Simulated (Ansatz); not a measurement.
Species: C$_{2}$H$_{7}$B, SMILES `BCC` (H–B–C–C torsion 3°) (charge 0, multiplicity 1).

Give a relaxed geometry from B3LYP-D3(BJ)/def2-TZVP (Ansatz, an electronic-structure program).

Several could match; the one computed here: the end point of this relaxation, one of several conformers (outside a Z-matrix the atoms follow the SMILES, hydrogens last).
Z-matrix (Å, degrees):
```
C
H 1 1.1003
H 1 1.1021 2 102.36
C 1 1.5308 2 110.89 3 118.02
H 4 1.0919 1 110.99 2 -176.72
H 4 1.0919 5 107.16 1 121.31
H 4 1.0920 5 107.71 6 115.56
B 1 1.5530 2 107.56 3 -111.52
H 8 1.1949 1 119.70 2 51.61
H 8 1.1958 9 118.32 1 -179.53
```
